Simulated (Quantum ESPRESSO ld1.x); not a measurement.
Task: The tin ion Sn2+, configuration [Kr] 4d10 5s1.5 5p0.5 (fractional occupations, a model configuration). All-electron calculation, scalar-relativistic Kohn-Sham, LDA (Slater exchange, Perdew-Zunger correlation), spin-polarised, spherical densities, point nucleus; open shells are filled with parallel spins first. Program: ld1.x of Quantum ESPRESSO 7.5. Some entries of the table are withheld. Estimate them.

orbital  occ.  eigenvalue (Ry)  <r> (bohr)
1s up       1         -2131.37     0.02908
1s down     1         -2131.36     0.02908
2s up       1         -322.974      0.1256
2s down     1         -322.972      0.1256
2p up       3         -290.250      0.1096
2p down     3         -290.248      0.1096
3s up       1         -63.3764      0.3399
3s down     1         -63.3740      0.3399
3p up       3         -52.6816      0.3381
3p down     3         -52.6792      0.3381
3d up       5         -36.1666      0.3148
3d down     5         -36.1644      0.3148
4s up       1         -11.1717      0.8183
4s down     1         -11.1668      0.8181
4p up       3         -7.93046      0.8856
4p down     3         -7.92438      0.8850
4d up       5         -3.24586       1.093
4d down     5         -3.23228       1.089
5s up       1         -2.00855         (1)
5s down   0.5         -1.95135         (2)
5p up     0.5              (3)         (4)
5p down     0              (5)         (6)

Result: 
(1) 5s up <r> (bohr): 2.197
(2) 5s down <r> (bohr): 2.196
(3) 5p up eigenvalue (Ry): -1.38637
(4) 5p up <r> (bohr): 2.625
(5) 5p down eigenvalue (Ry): -1.32904
(6) 5p down <r> (bohr): 2.644
